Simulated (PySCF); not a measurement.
Here is a job for PySCF.
```python
from pyscf import gto, scf, dft, tdscf

mol = gto.M(
    atom='''
F    -1.034387   -0.205690    0.027185
C    -0.003952    0.589579    0.034005
F     1.037022   -0.187362   -0.049854
''',
    basis='6-31g*',
    charge=0,
    spin=0,
    verbose=4,
)

mf = dft.RKS(mol)
mf.xc = 'pbe'
mf.kernel()
td = mf.TDDFT()
td.nstates = 5
td.kernel()
td.analyze()
```

### Question
What does this run give for the HOMO energy, HOMO-LUMO gap, total energy?

### Answer

The HOMO energy is -6.36 eV and the HOMO-LUMO gap is 3.52 eV. The total energy comes out as -237.4558 Eh.
